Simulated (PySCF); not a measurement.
Calculated properties of `[CH2][C@H](C)C#CC=O` [radical]

Species: C₆H₇O (doublet state).
Geometry (GFN2-xTB, Å), atoms numbered from 1 in this order:
```
atom  x, y, z in Å
C1    -1.4827   -0.8643    0.8539
C2    -0.8598    0.3959    0.3903
C3    -1.4318    0.8955   -0.9419
C4     0.5666    0.1294    0.2423
C5     1.7257   -0.1890    0.1297
C6     3.1056   -0.5155   -0.0086
O7     3.9682    0.2150   -0.4185
H8    -1.4566   -1.1302    1.8924
H9    -1.7761   -1.6079    0.1386
H10   -0.9633    1.1793    1.1531
H11   -0.9127    1.7947   -1.2649
H12   -2.4894    1.1194   -0.8251
H13   -1.3179    0.1336   -1.7096
H14    3.3234   -1.5563    0.3113
```

GFN2-xTB geometry:

```
Point group of the GFN2-xTB geometry                  : C1
Rotational constants A, B, C of the GFN2-xTB geometry : 7.207, 1.140, 1.026 GHz
```

From UKS B3LYP, pcH-1 on C H O, non-relativistic, mean-field spin-orbit, GIAO (PySCF):

```
Isotropic g value                                                      : 2.00254
Principal g values                                                     : 2.00218, 2.00268, 2.00274
Spin squared ⟨S²⟩                                                      : 0.754
Largest Mulliken spin population                                       : 1.07 on C1
Largest isotropic hyperfine couplings (means over sets of like nuclei) : 13C +98.4 (C1), 13C +97.2 (C4), 1H -61.9 (H8/H9), 1H +32.4 (H10), 13C -25.6 (C2) MHz
```

Monoisotopic mass (most abundant isotopes): 95.0497 u.

g_iso is shifted by about +220 ppm from the free-electron value 2.002319; the principal values span 0.0006. The rotational constants make it an asymmetric top with κ = (2B − A − C)/(A − C) = -0.96, nearer the prolate limit (−1). At 9.50 GHz, hν = g·μB·B₀ (B₀ the magnetic field) puts the centre of the isotropic spectrum, to first order, at 338.9 mT. ⟨S²⟩ is 0.004 above the pure-spin value S(S + 1) = 0.75. With B = h/(8π²I), that is 505.379 GHz u Å² over I, the principal moments of inertia are 70.1, 443.2 and 492.4 u Å² (most abundant isotopes); the inertial defect Ic − Ia − Ib is -20.9 u Å² (zero for a rigid planar frame, negative otherwise).

One conformer (not necessarily the lowest) at the GFN2-xTB geometry, without solvent or vibrations. GFN2-xTB frequencies show an imaginary mode (59i cm⁻¹), so this geometry is no minimum at that level. Hyperfine couplings depend on the geometry, which wasn't re-optimised at a DFT level. Couplings of like nuclei are plain means over topologically equivalent atoms, as if these changed places fast (by rotation of a methyl-like group, say); in this geometry the members of some sets differ.
